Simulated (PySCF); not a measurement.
**How methods differ on the ionisation energy of Zn⁸⁺**

Zn⁸⁺ [Ar] 3d4 (5D) → Zn⁹⁺ [Ar] 3d3 (4F), as a difference of total energies. Computed with PySCF 2.14 in an uncontracted even-tempered set (20 s from 0.4 bohr⁻², ratio 2.5; 13 p from 0.52 bohr⁻², ratio 2.5; 9 d from 0.52 bohr⁻², ratio 2.5; 4 f from 2.4 bohr⁻², ratio 2.7; 4 g from 3.6 bohr⁻², ratio 2.7), with the spin-free X2C one-electron Hamiltonian (Gaussian nucleus). Correlated levels: outer shells: [Ne] frozen; virtual orbitals above 40 to 60 times the deepest correlated orbital energy dropped. The calculations carry no spin-orbit coupling.

```tsv
method	ionisation energy (eV)
UHF	203.27
LDA	204.82
PBE	204.23
PBE0	204.37
r2SCAN	203.99
MP2 (outer shells)	204.34
SCS-MP2 (outer shells)	203.94
```

Q: How much does correlation contribute at MP2 (outer shells)?

A: 204.34 − (203.27) = 1.07 eV, measured against UHF.

A first-order spin-orbit estimate (lowest level to lowest level, LS coupling) adds -0.130 eV.

For comparison: 203 ± 2 eV (semi-empirical (NIST evaluation); NIST Atomic Spectra Database, ionization energies).
